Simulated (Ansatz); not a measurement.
`[SiH3]OB(S)S` + `BO[SiH3]` → 2 `[SiH3]OBS`  (redistribution)

Program: Ansatz. Geometries: PBE0-D4/def2-TZVP. ΔE: electronic, gas phase. CBS: MP2 limit from def2 TZ/QZ plus the TZ coupled-cluster correction, frozen cores. Functionals use def2-TZVPP. B3LYP here is the variant with VWN-RPA as its local correlation; programs differ in this. Each species was taken in one conformer, which may not be the lowest.

| level | ΔE (kJ/mol) |
| --- | --- |
| PBE-D4 | -17.2 |
| B3LYP-D4 | -15.0 |
| SCS-MP2/def2-TZVPP | -9.3 |
| CCSD/def2-TZVPP | -12.3 |

Problem. What does CCSD(T)/CBS give? (An estimate is asked.)

Solution. Computed: -12.8 kJ/mol. The listed levels differ from it by -4.4, -2.2, 3.5, 0.5 kJ/mol.

Largest T1 diagnostic among the species: 0.013.
